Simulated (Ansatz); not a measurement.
CH₆F₂OSi₂ (SMILES C[SiH2]O[SiH](F)F), singlet, geometry from GFN2-xTB, atoms displaced at random by about 0.03 Å a coordinate; R2SCAN/STO-3G, gradient (Ansatz, a program for electronic structure).

Here is a job for Ansatz.
Ansatz 0.2 input:
```yaml
crystal:
  periodic: [false, false, false]
  atoms:
    - {symbol: Si, position_ang: [1.00324078, 0.59796948, 0.79781804]}
    - {symbol: F, position_ang: [2.14698654, -0.46531986, 0.81990629]}
    - {symbol: F, position_ang: [1.68385688, 1.71455271, -0.19039673]}
    - {symbol: O, position_ang: [-0.33466085, -0.06219606, 0.17609879]}
    - {symbol: Si, position_ang: [-1.23873798, -0.90195092, -0.95248075]}
    - {symbol: C, position_ang: [-2.96831896, -0.64768804, -0.36076224]}
    - {symbol: H, position_ang: [0.72148489, 1.07506235, 2.07194460]}
    - {symbol: H, position_ang: [-0.97306766, -0.22037402, -2.26262005]}
    - {symbol: H, position_ang: [-0.76913058, -2.25429921, -0.90535939]}
    - {symbol: H, position_ang: [-3.28038074, 0.42443512, -0.35213515]}
    - {symbol: H, position_ang: [-3.67627997, -1.14786827, -1.04458179]}
    - {symbol: H, position_ang: [-3.16186070, -1.04075914, 0.56552127]}
basis:
  gaussian:
    orbitals: STO-3G
hamiltonian:
  xc: r2scan
output: {forces: true}
```

Output, abridged:

```
Functional definition: r2SCAN
558 factors; integrals over basis functions are off by at most 3.6e-5 eV
mean field evaluation 1: about -24062.3747 eV, gradient 3.4e1 eV
mean field evaluation 2: about -24061.9159 eV, gradient 3.8e1 eV
mean field evaluation 4: about -24066.1261 eV, gradient 1.8e0 eV
mean field evaluation 8: about -24066.0498 eV, gradient 1.1e-1 eV
mean field -24066.04989182 eV, -884.4110209700 hartree, gradient 1.2e-5 eV, S^2 0.000000; 0 other end points of the search recorded, 0 dependent functions left out
the calculation of the forces begins
reference -24066.04989859 eV, -884.4110212185 hartree; 33, 33 occupied and 11, 11 virtual orbitals, 558 factors
Total energy: -24066.04989859 eV, -884.4110212185 hartree
Atom 0 at     1.003241     0.597969     0.797818 Å, force    -1.297875     0.748118    -2.448882 eV/Å
Atom 1 at     2.146987    -0.465320     0.819906 Å, force     2.114677    -2.265740     0.348798 eV/Å
Atom 2 at     1.683857     1.714553    -0.190397 Å, force    -0.448121     0.291370     0.075132 eV/Å
Atom 3 at    -0.334661    -0.062196     0.176099 Å, force    -0.537619    -0.038956     0.047012 eV/Å
Atom 4 at    -1.238738    -0.901951    -0.952481 Å, force     2.114875     2.474412     0.467010 eV/Å
Atom 5 at    -2.968319    -0.647688    -0.360762 Å, force    -1.203094     1.480807    -3.680562 eV/Å
Atom 6 at     0.721485     1.075062     2.071945 Å, force    -0.430889     0.763942     1.600417 eV/Å
Atom 7 at    -0.973068    -0.220374    -2.262620 Å, force    -0.471488    -0.851782     0.580946 eV/Å
Atom 8 at    -0.769131    -2.254299    -0.905359 Å, force    -0.188106    -0.712194    -0.345376 eV/Å
Atom 9 at    -3.280381     0.424435    -0.352135 Å, force     0.537499    -0.760011     0.014186 eV/Å
Atom 10 at    -3.676280    -1.147868    -1.044582 Å, force     0.133280     0.135709     0.099830 eV/Å
Atom 11 at    -3.161861    -1.040759     0.565521 Å, force    -0.323140    -1.265675     3.241491 eV/Å
Dipole moment:    -0.286624    -0.116306    -0.023161 e Å
```
